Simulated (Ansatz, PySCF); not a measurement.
Pulling on the Si1–H4 bond in C2H4Si (SMILES C#C[SiH3]) (multiplicity 1 held, fragments rigid). Energies count from the point at 1.479 Å.
Geometry at that point (charge 0, multiplicity 1):
```tsv
atom	x (Å)	y (Å)	z (Å)
Si	-0.9456	-0.0781	-0.4697
C	0.6846	0.0566	0.3401
C	1.7613	0.1455	0.8750
H	-1.0538	0.9501	-1.5267
H	-1.0849	-1.4224	-1.0694
H	-2.0102	0.1295	0.5351
H	2.7115	0.2240	1.3470
```

Unrestricted levels (U-) break spin symmetry where that is lower. Active spaces are followed from a long bond inwards. Curves can end on different states.

Cores are frozen in the correlated methods. Rows in 6-31G* carry no dispersion term and start afresh at each structure (6-31G* with six Cartesian d functions). MP2/6-31G* freezes PySCF's default core.

Run with Ansatz (a first-principles code) with Gaussian orbitals; PySCF for 6-31G* rows. Values without a source in brackets are computed.

Energies in kJ/mol.

```tsv
R (Å)	R-HF/6-31G*	U-B3LYP/6-31G*	R-MP2/6-31G*	FIC-MRCISD+Q on CASSCF(2,2)/cc-pV(T+d)Z
1.183	131	132	135	123
1.331	25	27	27	24
1.479	0	0	0	0
1.626	19	14	16	16
1.774	60	49	53	52
1.996	138	117	125	119
2.218	220	186	199	188
2.587	345	289	309	282
2.957	452	347	394	343
3.401	556	376	464	378
3.992	659	387	506	393
4.731	743	390	492	397
```

Doubts at one or more of the structures used: a restricted determinant that unrestricted orbitals would lower (R-HF/6-31G*, R-MP2/6-31G*); a spin-contaminated determinant (U-B3LYP/6-31G*).
